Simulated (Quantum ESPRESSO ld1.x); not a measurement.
Problem. Hg64+, configuration [Ne] 3s2 3p4. Calculated with ld1.x of Quantum ESPRESSO 7.5: Dirac Kohn-Sham, PBE, spin-unpolarised, spherical densities, point nucleus; open shells are shared between the two j in proportion to 2j + 1. Some entries of the table are withheld. Estimate them.

orbital,occ.,eigenvalue (Ry),<r> (bohr),<r^2> (bohr^2)
1s1/2,2,(1),0.01658,0.0003803
2s1/2,2,(2),(3),0.005612
2p1/2,2,-1415.61,0.05632,0.003957
2p3/2,4,-1269.44,0.06472,0.005083
3s1/2,2,-579.155,0.1675,0.03214
3p1/2,1.33333,-564.382,(4),0.02869
3p3/2,2.66667,-525.747,(5),0.03331

Solution. 
(1) 1s1/2 eigenvalue (Ry): -6492.65
(2) 2s1/2 eigenvalue (Ry): -1455.28
(3) 2s1/2 <r> (bohr): 0.06853
(4) 3p1/2 <r> (bohr): 0.1570
(5) 3p3/2 <r> (bohr): 0.1696
